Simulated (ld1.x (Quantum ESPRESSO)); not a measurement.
## What one change does to a pseudopotential (C (Z = 6), RRKJ)

| Quantity | Value |
| --- | --- |
| Element | C |
| Generator | ld1.x (Quantum ESPRESSO) 7.5 |
| Type | norm-conserving RRKJ (Kleinman–Bylander form) |
| Functional | PBEsol |
| Relativity | scalar-relativistic |
| Frozen core | [He] |
| Valence charge | 4 |
| Reference configuration | 2s2 2p2 |
| Partial waves | 2s (bound): rc 1.25 bohr; 2p (bound): rc 2.90 bohr |
| Local potential | all-electron potential smoothed inside 1.00 bohr (lloc = -1) |
| Core correction | none |
| rho0 | 0.01 |

All-electron outer shells of the reference configuration (PBEsol, scalar-relativistic, ld1.x):

```csv
shell,level (eV),outermost node (bohr),outermost maximum (bohr)
1s,-272.04,–,0.18
2s,-13.65,0.38,1.22
2p,-5.23,–,1.20
```

Change: reference 2s2 2p1.

Cutoffs: the cutoffs (Ry, on a coarse ladder) from which the occupation-weighted sum of valence levels, in a spherical-Bessel basis at the reference potential, stays within 10 and 1 mRy of its value at 400 Ry; they do not see the model core or the augmentation charge, which bear on the density cutoff. Errors are all-electron minus pseudo energies relative to the spin-unpolarised reference configuration.

Task: What does the change do?

Result: The potential gets harder (45 Ry and 60 Ry → 50 Ry and 70 Ry); neither file shows a bound ghost.

| quantity | base | changed |
| --- | --- | --- |
| cutoff, loose | 45 Ry | 50 Ry |
| cutoff, tight | 60 Ry | 70 Ry |
| loose cutoff by channel (10 mRy a level) | s 40 Ry, p 12 Ry | s 45 Ry, p 15 Ry |
| bound ghosts | none | none |
| largest error over its own tests, meV | +2442 | +1338 |
| s: phases at 3.17 bohr within 0.05 rad from the reference energy up to (Ry; the scan ends near 5) | 4.8 | 4.0 |
| p: phases at 3.17 bohr within 0.05 rad from the reference energy up to (Ry; the scan ends near 5) | 0.6 | -0.2 |
